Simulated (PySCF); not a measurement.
Task: Write a Z-matrix for `ClC1CC=1BF` as optimised with PBE0-D3(BJ)/def2-SVP.

Result: 
Z-matrix in Å and degrees, rows numbered from 1:
```
F 
B   1  1.3253
C   2  1.5320  1  118.86
C   3  1.3098  2  151.47  1     2.05
Cl  4  1.6775  3  148.22  2     0.12
C   4  1.4675  3   67.14  2   179.22
H   2  1.2084  1  117.91  3   179.84
H   6  1.1004  3  119.34  4  -106.05
H   6  1.1004  3  119.41  4   106.01
```

The 3-membered ring C3–C4–C6 has internal angles of 51.5° to 67.1°. The 6 heavy atoms lie in one plane (0.007 Å rms). The C–C distances run from 1.310 Å (C3=C4, drawn double) to 1.541 Å (C3–C6, drawn single), a spread of 0.231 Å. B2 (three-coordinate boron) is planar (angles 123.2°, 118.9° and 117.9°, sum 360.0°, 0.00 Å off the plane of its three neighbours).

Level of theory: PBE0-D3(BJ)/def2-SVP geometry optimisation, gas phase in PySCF 2.14.0.

Whether it is a minimum is left open (no frequencies). The numbers are those of one conformer (F1–B2–C3–C4 2°).

Time: 34 s; peak memory 0.42 GiB. Hardware: Arm Neoverse V1, one thread, on a shared host. These figures are those of the optimisation.
